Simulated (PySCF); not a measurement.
OP, SMILES O=[P], multiplicity 2.

Coordinates come from a PBE0-D3(BJ)/def2-TZVPD optimisation.

Two levels are set side by side: PBE/def2-TZVPD (PySCF) and r2SCAN/def2-TZVPD (PySCF). Same geometry, gas phase. Differences are taken from unrounded values.

```
quantity                  PBE
-----------------------  ----
α-spin orbital gap (eV)  0.18
β-spin orbital gap (eV)  5.00
dipole moment (D)        1.76
```

Problem. These are the PBE values. What does r2SCAN give? (The exact figures need the calculation; the answer reports its results.)

Solution. 
```
quantity                 r2SCAN  PBE minus r2SCAN
-----------------------  ------  ----------------
α-spin orbital gap (eV)    0.64             -0.45
β-spin orbital gap (eV)    5.38             -0.38
dipole moment (D)          1.82             -0.06
```

Rough cost on one machine, each run with all the roots and properties that it gave: r2SCAN against PBE about 4 times.
